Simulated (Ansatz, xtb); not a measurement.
A geometry optimisation of CH3AlF2Se with r2SCAN-D4/def2-SVP

The starting geometry of this gas-phase singlet was built from a drawn formula by distance geometry and a force field; its bonds are those of `F[Se][C@H](F)[AlH2]`.

```xyz
8

C    -0.4979    1.9393    0.4250
Al   -0.2827    0.3650   -0.8829
F    -0.3229    4.5123    1.0934
F     0.2727    1.6763    1.5399
Se    0.1076    3.5525   -0.3787
H    -1.5676    2.0180    0.7330
H    -1.0314    0.4367   -2.2808
H     0.6550   -0.8109   -0.5100
```

Predict what becomes of its bonds when it is optimised with r2SCAN-D4/def2-SVP.

A new bond forms, giving a structure given below by its coordinates. Contacts that close: Al2–Se5 (3.25 → 2.65 Å).

The energy falls by 0.37 eV over 19 steps:

```
step  E − E(last) (eV)
   1             0.374
   3             0.219
   5             0.174
   7             0.142
   9             0.109
  11             0.077
  13             0.021
  15             0.002
  17             0.001
  19             0.000
```

Final geometry (Å):

```csv
atom,x (Å),y (Å),z (Å)
C,-0.5490,1.6542,0.7989
Al,-0.2301,0.6291,-0.8989
F,-0.3457,4.4891,0.0199
F,-0.2778,1.3405,2.0980
Se,0.6084,2.9780,0.0076
H,-1.5640,2.0941,0.7074
H,-1.4994,0.5316,-1.8371
H,1.1906,-0.0274,-1.1570
```

From the same start GFN2-xTB ends elsewhere, differing in C1–F4 (3.21 against 1.36 Å here), C1–H8 (1.10 against 3.11 Å here), Al2–F4 (1.64 against 3.08 Å here), Al2–H8 (2.70 against 1.59 Å here).

The end wasn't checked by frequencies. Run with Ansatz 0.2.0, 60 s on 2 threads of Arm Neoverse V2, on a shared host.
